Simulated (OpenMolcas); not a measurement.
**GeH2ClF (SMILES [F][GeH2][Cl]): methods side by side**

The species is GeH2ClF (5 atoms), meant as a singlet with charge 0. As SMILES, `[F][GeH2][Cl]`. Geometry: relaxed at PBE0-D4/def2-TZVP.

Quantity: the HOMO–LUMO gap, in eV. The values are calculated.

```tsv
level	kind	program	value (eV)	CPU time
HF/aug-cc-pVDZ	Hartree–Fock	OpenMolcas	13.62	12 s
BLYP/aug-cc-pVDZ	GGA	OpenMolcas	6.19	28 s
revPBE/aug-cc-pVDZ	GGA	OpenMolcas	6.35	28 s
M06-L/aug-cc-pVDZ	meta-GGA	OpenMolcas	7.22	33 s
B3LYP/aug-cc-pVDZ	global hybrid	OpenMolcas	8.00	27 s
BHLYP/aug-cc-pVDZ	global hybrid	OpenMolcas	10.47	26 s
PBE0/aug-cc-pVDZ	global hybrid	OpenMolcas	8.57	29 s
B2PLYP/aug-cc-pVDZ	double hybrid	OpenMolcas	10.61	19 s
```

All-electron rows without a relativistic Hamiltonian named are non-relativistic. The values span 6.19 to 13.62 eV. Orbital gaps aren't excitation energies, and those of double hybrids come from the SCF part alone; they tend to grow with the share of exact exchange. CPU times are rough (shared hosts, several kinds of processor and program).
